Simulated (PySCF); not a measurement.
**AlSi2H5O5**

The system: AlSi2H5O5, a molecule; neutral, singlet. The structure, one conformer, was relaxed in the gas phase by PBE0-D3(BJ)/def2-SVP. No frequency run checks that it is a minimum.

SMILES: [OH][Al]([OH])[O][SiH]1O[SiH2]O1

```xyz
13

O     0.541   -0.512    2.074
Si    0.536    1.119    2.532
O     1.220    1.530    1.038
Si    1.237   -0.105    0.582
O     0.312   -0.443   -0.699
Al   -0.815   -0.770   -1.926
O    -0.550   -2.136   -2.884
O    -2.152    0.225   -2.210
H     1.415    1.417    3.693
H    -0.827    1.676    2.741
H     2.595   -0.646    0.385
H    -1.136   -2.395   -3.596
H    -2.365    1.022   -1.722
```
(Å; atoms numbered from 1)

Shieldings: GIAO PBE0/pcSseg-1. Shifts are against computed references at the same level: H TMS (σ 31.27 ppm), Si TMS (σ 352.0 ppm). Core levels by delta-SCF with SCAN, pcX-2 on the ionised atom and pcseg-1 elsewhere, spin-free X2C (2p3/2 is the spin-free 2p value less a third of a first-order spin-orbit splitting); from the vacuum level, for chosen atoms.

**Question.** Give the NMR and core-level values of the distinct atoms.

**Answer.** 
| atoms | bonded to | σ (ppm) | δ (ppm) | core level (eV) |
| --- | --- | --- | --- | --- |
| O1 | 2 Si | 199.7 | - | 1s 537.76 |
| Si2 | 2 O + 2 H | 350.0 | 2.0 | 2p3/2 108.30 |
| O3 | 2 Si | 200.0 | - | 1s 537.75 |
| Si4 | 3 O + 1 H | 395.4 | -43.4 | 2p3/2 108.40 |
| O5 | 1 Al + 1 Si | 250.2 | - | 1s 538.08 |
| Al6 | 3 O | 484.0 | - | - |
| O7 | 1 Al + 1 H | 332.5 | - | - |
| O8 | 1 Al + 1 H | 326.1 | - | - |
| H9 | 1 Si | 25.86 | 5.40 | - |
| H10 | 1 Si | 25.84 | 5.43 | - |
| H11 | 1 Si | 26.30 | 4.97 | - |
| H12 | 1 O | 29.93 | 1.34 | - |
| H13 | 1 O | 29.85 | 1.42 | - |

Values are those of this one static structure; atoms that internal rotation interchanges would show their mean in an NMR spectrum.

**Question.** By CAM-B3LYP/def2-SVPD (TDDFT singlets, Tamm-Dancoff triplets, ionisation by delta-SCF), where does absorption start, and what does vertical ionisation take?

**Answer.** The first singlet with intensity lies at 7.51 eV (f 0.043); what lies below it is dark. The lowest singlet lies at 7.11 eV (f 0.000), the strongest of the first 6 at 7.57 eV (f 0.047), the lowest triplet at 6.78 eV; vertical ionisation takes 11.29 eV.

The 3 runs behind this took 8.5 min in all, one thread each of Arm Neoverse V2 on a shared host, launched as `OMP_NUM_THREADS=1 python cluster_run.py task.json out`.
